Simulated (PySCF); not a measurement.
C2H3F3, SMILES FC(F)(F)C.

Geometry optimised at B3LYP-D3(BJ)/def2-SVP.

Computed with PBE/def2-TZVP (PySCF).

Computed frontier levels, gap, dipole moment and polarisability:
* **highest occupied level**: -9.09 eV
* **lowest empty level**: 0.61 eV
* **orbital gap**: 9.70 eV
* **dipole moment**: 2.14 D
* **quadrupole, principal values (traceless, Buckingham form, about the centre of nuclear charge)**: -1.33, -1.33, 2.66 D·Å
* **mean static polarisability**: 28.5 bohr³ (4.23 Å³)
* **polarisability, principal values**: 28.2, 28.2, 29.2 bohr³
